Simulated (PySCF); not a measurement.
**Field gradients at the hydrogen positions**

C4H15FSi3.
Structure used (GFN2-xTB), in Å, numbered top down from 1:
```
atom  x, y, z in Å
C1    -3.4363   -1.3647   -0.0022
C2    -2.4452   -0.3156   -0.4828
F3    -2.2632   -0.4794   -1.8488
C4    -1.0857   -0.4167    0.2059
C5    -0.1465    0.7136   -0.1957
Si6    1.5847    0.5805    0.6161
Si7    2.7431    2.5276    0.1052
Si8    2.5776   -1.4344    0.0150
H9    -3.0131   -2.3595   -0.1201
H10   -3.6692   -1.1982    1.0455
H11   -4.3525   -1.3045   -0.5850
H12   -2.8625    0.6944   -0.3666
H13   -1.2484   -0.4013    1.2852
H14   -0.6414   -1.3795   -0.0576
H15   -0.0439    0.7127   -1.2827
H16   -0.6082    1.6681    0.0688
H17    1.2936    0.5571    2.0711
H18    2.9887    2.6585   -1.3335
H19    4.0552    2.5452    0.7552
H20    2.0675    3.7629    0.5127
H21    2.7696   -1.5390   -1.4340
H22    3.9023   -1.5686    0.6269
H23    1.8290   -2.6323    0.4114
```

Level: PBE0/pcSseg-1 (PySCF, non-relativistic); Q(2H) = 0.00286 b; rigid geometry, the same for H and D, with no vibrational averaging.

Problem. Rank these positions by the coupling χzz of a deuteron there, largest first.
A. H12 (methine hydrogen)
B. H15 (methylene hydrogen)
C. H14 (methylene hydrogen)
D. H11 (methyl hydrogen)
E. H17 (Si–H hydrogen)
F. H23 (Si–H hydrogen)

Solution. D (211 kHz), B (206 kHz), C (202 kHz), A (188 kHz), F (109 kHz), E (102 kHz).

Problem. Give the electric field gradient Vzz (the principal value of largest size), its asymmetry and the 2H coupling at each hydrogen.

Solution. 
```tsv
atom	bonded to	bond length (Å)	Vzz (au)	η	χzz (kHz)
H9	C1	1.088	0.3134	0.02	211
H10	C1	1.086	0.3166	0.03	213
H11	C1	1.088	0.3138	0.02	211
H12	C2	1.099	0.2804	0.05	188
H13	C4	1.092	0.3029	0.04	204
H14	C4	1.093	0.3005	0.05	202
H15	C5	1.092	0.3068	0.02	206
H16	C5	1.093	0.3086	0.04	207
H17	Si6	1.484	0.1521	0.01	102
H18	Si7	1.465	0.1638	0.00	110
H19	Si7	1.464	0.1646	0.01	111
H20	Si7	1.466	0.1638	0.00	110
H21	Si8	1.465	0.1637	0.00	110
H22	Si8	1.465	0.1639	0.00	110
H23	Si8	1.467	0.1628	0.01	109
```

Problem. Average by the element that carries the hydrogen.

Solution. on C: 205 kHz over 8 positions, mean bond length 1.091 Å; on Si: 109 kHz over 7 positions, mean bond length 1.468 Å.

Problem. How does χzz go with the bond length over the 8 C–H bonds?

Solution. A straight-line fit has a slope of -17.9 kHz for each 0.01 Å, with a correlation coefficient of -0.95, over lengths from 1.086 to 1.099 Å. The longer bonds have the smaller couplings here.

Isolated species at its GFN2-xTB geometry (one conformer only). GFN2-xTB bond lengths can be off by several hundredths of an ångström, more for odd bonds, and the gradients follow them. With so small a basis the couplings can be 20 % off.
